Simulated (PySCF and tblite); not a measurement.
Results of a calculation; reference values are marked as such.
Dynamics report: pyramidal inversion

System: C5H13GaSSi, numbered as in [CH3:1][S@@+:2]1[CH2:3][C:4]2([CH2:5][SiH2:6][CH2:7]2)[GaH2-:8]1.

Motion: pyramidal inversion at S2. Level: PBE0/pcSseg-1 + D3(BJ) on GFN2-xTB stationary points, with GFN2-xTB thermal terms. Rate constants are transition-state-theory values, counting equivalent paths, without tunnelling. Programs: tblite and PySCF.

```
 point  symmetry  E(GFN2) kcal/mol  E(DFT) kcal/mol  ZPE change kcal/mol  lowest mode cm⁻¹  dipole D
 start        C1               0.0              0.0                 0.00                50      2.87
saddle        C1               8.5             12.2                -0.75               94i      3.31
   end        C1               1.4              1.6                -0.03                20      3.06
```

* Electronic barrier: 12.2 kcal/mol
* Barrier with zero-point energy: 11.5 kcal/mol
* ΔH‡ (298 K): 11.3 kcal/mol
* ΔS‡ (298 K, symmetry apart): -0.1 cal/(mol K)
* Paths: 1 equivalent path
* End point: a different minimum
* Mean lifetime of the start against this motion at 298 K: 34 µs
* Cost: 5.4 min on 1 thread of Arm Neoverse N1 (shared host) (rough), peak memory 1.2 GiB, launched as `OMP_NUM_THREADS=1 python ens_run.py task.json out`

| T/K | ΔG‡ kcal/mol | k s⁻¹ | ΔG kcal/mol | k back s⁻¹ |
| --- | --- | --- | --- | --- |
| 150 | 11.4 | 8.5×10⁻⁵ | 1.5 | 0.013 |
| 200 | 11.3 | 1.6 | 1.5 | 66 |
| 250 | 11.3 | 631 | 1.4 | 1.2×10⁴ |
| 298 | 11.3 | 3×10⁴ | 1.4 | 3.3×10⁵ |
| 350 | 11.4 | 5.8×10⁵ | 1.4 | 4.3×10⁶ |
| 400 | 11.4 | 4.9×10⁶ | 1.4 | 2.8×10⁷ |
| 500 | 11.5 | 9.9×10⁷ | 1.3 | 3.8×10⁸ |

ΔG and ΔG‡ leave out symmetry numbers and mirror images; rates count paths: 1 out, 1 back.

Spin–orbit effects of heavy atoms on shieldings are missing.
